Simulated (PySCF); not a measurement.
C2H7NSi3. Atoms are numbered in the order given.

```xyz
13

C      3.3234     0.6881     0.0000
C      2.2719     0.0730     0.0000
Si     0.6653    -0.8022     0.0000
Si    -0.9829     0.0794     1.4469
N     -1.8769     0.5396     0.0000
Si    -0.9829     0.0794    -1.4469
H      4.2528     1.2278     0.0000
H      0.8783    -2.2761     0.0000
H     -0.5727     1.2330     2.3047
H     -1.7185    -0.8839     2.3243
H     -2.7760     1.0158     0.0000
H     -1.7185    -0.8839    -2.3243
H     -0.5727     1.2330    -2.3047
```

Geometry optimised at B3LYP-D3(BJ)/def2-SVP. The structure was generated by enumeration, and PubChem lists no compound with its InChIKey, so it may never have been made.

These are TDA-PBE/def2-SVPD (PySCF) values and carry that method's errors.

Vertical excitations. Gas-phase values at a fixed geometry. State labels are in the subgroup Cs.

```tsv
state	symmetry	energy (eV)	λ (nm)	f	main pairs
S1	A'	4.72	262	0.001	HOMO−1→LUMO 99 %
S2	A"	4.78	259	0.026	HOMO→LUMO 52 %, HOMO−1→LUMO+1 44 %
S3	A"	4.80	258	0.030	HOMO−1→LUMO+1 55 %, HOMO→LUMO 42 %
S4	A"	4.93	251	0.016	HOMO→LUMO+2 95 %
S5	A'	5.08	244	0.005	HOMO−1→LUMO+2 95 %
S6	A'	5.23	237	0.139	HOMO→LUMO+1 67 %, HOMO−2→LUMO 26 %
S7	A'	5.50	226	0.050	HOMO−2→LUMO 51 %, HOMO−2→LUMO+2 36 %, HOMO→LUMO+1 10 %
S8	A"	5.57	223	0.010	HOMO−2→LUMO+1 95 %
S9	A"	5.71	217	0.000	HOMO→LUMO+3 95 %
S10	A'	5.85	212	0.007	HOMO−1→LUMO+3 94 %
T1	A'	4.26	291	0	HOMO→LUMO+1 93 %
T2	A"	4.30	288	0	HOMO→LUMO 98 %
T3	A"	4.52	274	0	HOMO→LUMO+2 97 %
T4	A'	4.53	274	0	HOMO−1→LUMO 99 %
```
Triplets are in the Tamm–Dancoff approximation.
